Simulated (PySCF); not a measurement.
H6SeSi2, SMILES [Se]([SiH3])[SiH3].

Coordinates come from a PBE0-D3(BJ)/def2-SVP optimisation.

Computed with B3LYP/def2-TZVPD in PySCF.

Symmetry labels are those of the subgroup C2v that the program uses (full group C2v).

**Question.** List the valence orbital energies around the gap with their symmetry. (Estimate from the structure and the level; the computed values follow.)

**Answer.** 
| orbital | symmetry | energy (eV) |
|---|---|---|
| HOMO−7 | A1 | -14.27 |
| HOMO−6 | A1 | -10.34 |
| HOMO−5 | B2 | -10.26 |
| HOMO−4 | B1 | -10.09 |
| HOMO−3 | A2 | -9.72 |
| HOMO−2 | B1 | -9.00 |
| HOMO−1 | A1 | -8.49 |
| HOMO | B2 | -6.89 |
| LUMO | A1 | -0.76 |
| LUMO+1 | B1 | -0.52 |
| LUMO+2 | A1 | -0.17 |
| LUMO+3 | A1 | -0.04 |
